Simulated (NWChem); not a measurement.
NiClF, triplet; SMILES [F][Ni][Cl]

```xyz
3

Ni     0.0000     0.0000     0.3626
F      0.0000     0.0000     2.1405
Cl     0.0000     0.0000    -1.7591
```
Atoms are numbered in this order, from 1.

This is a stationary point of PBE0/def2-SVP, spin-unrestricted (NWChem), point group C*v. The spin multiplicity was typed, not searched, and may not be the lowest.

**Question.** Is it a minimum? If not, what does it relax to?

**Answer.** No. It has an imaginary frequency of 551i cm⁻¹. Following that mode (on a finer grid) lowers the energy by 61.3 kcal/mol and ends, with real frequencies alone, at point group C*v:
```xyz
3

Ni    -0.0870    -0.0574     0.3756
F     -0.1500    -0.0990     2.0863
Cl    -0.0211    -0.0139    -1.6909
```
